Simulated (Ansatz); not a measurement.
```yaml
crystal:
  periodic: [false, false, false]
  atoms:
    - {symbol: C, position_ang: [-0.917470, 1.281420, 0.029002]}
    - {symbol: Sn, position_ang: [-0.013724, -0.534085, -0.618462]}
    - {symbol: N, position_ang: [1.374849, -1.127719, 0.758101]}
    - {symbol: Cl, position_ang: [-1.690761, -2.102748, -0.561559]}
    - {symbol: H, position_ang: [-1.764819, 1.516375, -0.531132]}
    - {symbol: H, position_ang: [-1.177911, 1.199979, 1.162674]}
    - {symbol: H, position_ang: [-0.215510, 2.118034, -0.019549]}
    - {symbol: H, position_ang: [0.658943, -0.556263, -2.138186]}
    - {symbol: H, position_ang: [1.551414, -0.521207, 1.478534]}
    - {symbol: H, position_ang: [2.246729, -1.408946, 0.325640]}
basis:
  gaussian: {orbitals: ANO-RCC-VTZP}
total_charge: -1
magnetization: {spin_polarized: true, initial_magnetization: 1}
hamiltonian: {xc: {name: SVWN5}}
output: {forces: true}
```

```sh
$ ansatz run in.yaml --threads 4 --pin off --events-out ev --progress --plain --max-ram 10444MiB
```

Shortened log:

```
Functional definition: SVWN5
1773 factors; their error is unknown
mean field evaluation 1: about -183019.8212 eV, gradient 5.8e1 eV
mean field evaluation 2: about -182941.7173 eV, gradient 1.2e2 eV
mean field evaluation 4: about -183032.9027 eV, gradient 1.6e1 eV
mean field evaluation 8: about -183034.1686 eV, gradient 3.9e-1 eV
mean field evaluation 16: about -183034.1347 eV, gradient 4.6e-3 eV
mean field -183034.13471134 eV, -6726.3803856491 hartree, gradient 3.8e-6 eV, S^2 0.750256; 9 other end points of the search recorded, 0 dependent functions left out
reference -183034.13475981 eV, -6726.3803874306 hartree; 44, 43 occupied and 202, 203 virtual orbitals, 1773 factors
Total energy: -183034.13475981 eV, -6726.3803874306 hartree
Relativity: scalar
Atom 0 at    -0.917470     1.281420     0.029002 Å, force     1.140969    -0.447543     2.727961 eV/Å
Atom 1 at    -0.013724    -0.534085    -0.618462 Å, force     0.879115     1.070441     1.761102 eV/Å
Atom 2 at     1.374849    -1.127719     0.758101 Å, force    -1.217360    -2.278738    -2.747896 eV/Å
Atom 3 at    -1.690761    -2.102748    -0.561559 Å, force    -0.945575    -0.921888    -0.153645 eV/Å
Atom 4 at    -1.764819     1.516375    -0.531132 Å, force    -1.929747     0.449191    -1.106775 eV/Å
Atom 5 at    -1.177911     1.199979     1.162674 Å, force     0.244690    -0.109347    -1.651995 eV/Å
Atom 6 at    -0.215510     2.118034    -0.019549 Å, force     0.407737     0.195333    -0.167371 eV/Å
Atom 7 at     0.658943    -0.556263    -2.138186 Å, force     0.261626    -0.133357    -1.100306 eV/Å
Atom 8 at     1.551414    -0.521207     1.478534 Å, force     0.534706     2.351375     2.605059 eV/Å
Atom 9 at     2.246729    -1.408946     0.325640 Å, force     0.623839    -0.175468    -0.166134 eV/Å
Dipole moment:    -0.196158    -0.446519    -1.014008 e Å
```

Run time 17 s (4 threads of an Arm Neoverse V1 on a shared host); peak host memory 0.87 GiB.
